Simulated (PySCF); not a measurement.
## Electron correlation in W (tungsten, neutral)

[Xe] 4f14 5d4 6s2, high-spin 5D determinant. All numbers are calculated (PySCF 2.14, a scalar-relativistic core potential, in def2-TZVP with the def2 core potential (60 electrons) (6s4p3d1f, 40 functions)). Frozen: 5s2 5p6; 6 electrons correlated.

MP2 pair energies summed by pair of shells (mhartree):

```tsv
pair	energy	share (%)
5d-6s	-37.09	47.8
5d-5d	-23.74	30.6
6s-6s	-16.74	21.6
```

Total MP2 correlation energy: -77.58 mhartree.

Same-spin part -37.59 and opposite-spin part -39.99 mhartree; SCS-MP2 scales them by 1/3 and 6/5 to -60.52 mhartree.
